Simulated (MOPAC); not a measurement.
Input for MOPAC: AM1 on GeH4 (SMILES [GeH4]), a point of a bond scan (R = 2.688 Å).

```
AM1 1SCF PRECISE CHARGE=0 THREADS=1
GeH4

Ge    -0.00000000 1     0.00000000 1     0.00000000 1
H     -1.07783834 1    -1.54370312 1    -1.91808486 1
H      0.57332193 1    -0.89073123 1     1.11206704 1
H     -1.08236259 1     0.91830644 1     0.58651322 1
H      1.12494829 1     0.85454086 1    -0.60253176 1
```

It printed:

```
*******************************************************************************
 **                                                                           **
 **                              MOPAC v23.2.5                                **
 **                                                                           **
 *******************************************************************************
 ** MOPAC's Digital Object Identifier: https://doi.org/10.5281/zenodo.6511958 **
 **                                                                           **
 ** Please cite the open-source release paper for use of this MOPAC version:  **
 ** J. E. Moussa and J. J. P. Stewart (2026)                                  **
 ** MOPAC: An open-source semiempirical molecular orbital program             **
 ** J. Open Source Softw., 11(119), 8025, https://doi.org/10.21105/joss.08025 **
 *******************************************************************************

                              AM1 CALCULATION RESULTS

 *******************************************************************************
 *  AM1        - The AM1 Hamiltonian to be used
 *
 *
 *
 *                 CHARGE ON SYSTEM = 0
 *
 *
 *
 *  PRECISE    - TIGHTER CRITERIA TO BE USED
 *  1SCF       - DO 1 SCF AND THEN STOP
 *  THREADS=1  - MULTI-THREADING NOT USED
 *  T=         - A TIME OF 172800.0 SECONDS REQUESTED
 *  DUMP=N     - RESTART FILE WRITTEN EVERY 7200.0 SECONDS REQUESTED
 *******************************************************************************
AM1 1SCF PRECISE CHARGE=0 THREADS=1
 GeH4

   ATOM   CHEMICAL          X               Y               Z
  NUMBER   SYMBOL      (ANGSTROMS)     (ANGSTROMS)     (ANGSTROMS)

     1      Ge         -0.00000000  *   0.00000000  *   0.00000000  *
     2       H         -1.07783834  *  -1.54370312  *  -1.91808486  *
     3       H          0.57332193  *  -0.89073123  *   1.11206704  *
     4       H         -1.08236259  *   0.91830644  *   0.58651322  *
     5       H          1.12494829  *   0.85454086  *  -0.60253176  *



          CARTESIAN COORDINATES

    NO.       ATOM           X           Y           Z

     1        Ge         -0.0000      0.0000      0.0000
     2         H         -1.0778     -1.5437     -1.9181
     3         H          0.5733     -0.8907      1.1121
     4         H         -1.0824      0.9183      0.5865
     5         H          1.1249      0.8545     -0.6025

  H: (AM1): M.J.S. DEWAR ET AL, J. AM. CHEM. SOC. 107 3902-3909 (1985)
 Ge: (AM1): M.J.S.Dewar and C.Jie, Organometallics, 8, 1544, (1989)

           Empirical Formula: H4 Ge  =     5 atoms



      MOLECULAR POINT GROUP   :   C3v


      RHF CALCULATION, NO. OF DOUBLY OCCUPIED LEVELS = 4


 -------------------------------------------------------------------------------
 AM1 1SCF PRECISE CHARGE=0 THREADS=1
 GeH4



     1SCF WAS SPECIFIED, SO BFGS WAS NOT USED
     SCF FIELD WAS ACHIEVED


                              AM1 CALCULATION
                                                       MOPAC v23.2.5 Linux




          FINAL HEAT OF FORMATION =        104.74469 KCAL/MOL =     438.25178 KJ/MOL


          COSMO AREA              =         87.49 SQUARE ANGSTROMS
          COSMO VOLUME            =         71.71 CUBIC ANGSTROMS

          IONIZATION POTENTIAL    =          8.825497 EV
          HOMO LUMO ENERGIES (EV) =         -8.825 -1.683
          NO. OF FILLED LEVELS    =          4
          MOLECULAR WEIGHT        =         76.6216         POINT GROUP:  C3v

          MOLECULAR DIMENSIONS (Angstroms)

            Atom       Atom       Distance
            H     4    H     2     3.51205
            H     5    H     3     2.50801
            H     3    H     2     1.97880


          SCF CALCULATIONS        =          1





   ATOM   CHEMICAL          X               Y               Z
  NUMBER   SYMBOL      (ANGSTROMS)     (ANGSTROMS)     (ANGSTROMS)

     1      Ge         -0.00000000  *   0.00000000  *   0.00000000  *
     2       H         -1.07783834  *  -1.54370312  *  -1.91808486  *
     3       H          0.57332193  *  -0.89073123  *   1.11206704  *
     4       H         -1.08236259  *   0.91830644  *   0.58651322  *
     5       H          1.12494829  *   0.85454086  *  -0.60253176  *

                             CARTESIAN COORDINATES

   1   Ge       -0.000000000     0.000000000     0.000000000
   2    H       -1.077838340    -1.543703120    -1.918084860
   3    H        0.573321930    -0.890731230     1.112067040
   4    H       -1.082362590     0.918306440     0.586513220
   5    H        1.124948290     0.854540860    -0.602531760


           Empirical Formula: H4 Ge  =     5 atoms



      MOLECULAR POINT GROUP   :   C3v


                  EIGENVALUES
 -14.96814 -11.37733 -11.37733  -8.82550  -1.68297   1.08025   1.08025   2.87730


              NET ATOMIC CHARGES AND DIPOLE CONTRIBUTIONS

  ATOM NO.   TYPE          CHARGE      No. of ELECS.   s-Pop       p-Pop
    1         Ge          -0.030689        4.0307     0.99201     3.03868
    2          H           0.064363        0.9356     0.93564
    3          H          -0.011225        1.0112     1.01122
    4          H          -0.011225        1.0112     1.01122
    5          H          -0.011225        1.0112     1.01122
 DIPOLE           X         Y         Z       TOTAL
 POINT-CHG.    -0.366    -0.525    -0.652     0.914
 HYBRID         0.153     0.219     0.272     0.381
 SUM           -0.213    -0.306    -0.380     0.532


          ATOMIC ORBITAL ELECTRON POPULATIONS

     Atom    s        px        py        pz
    1 Ge   0.99201   1.01045   1.01284   1.01538
    2  H   0.93564
    3  H   1.01122
    4  H   1.01122
    5  H   1.01122

 **********************
 *                    *
 * JOB ENDED NORMALLY *
 *                    *
 **********************




 == MOPAC DONE ==
```

The run finished.

Cost: about 0.020 core-seconds (a rough figure).
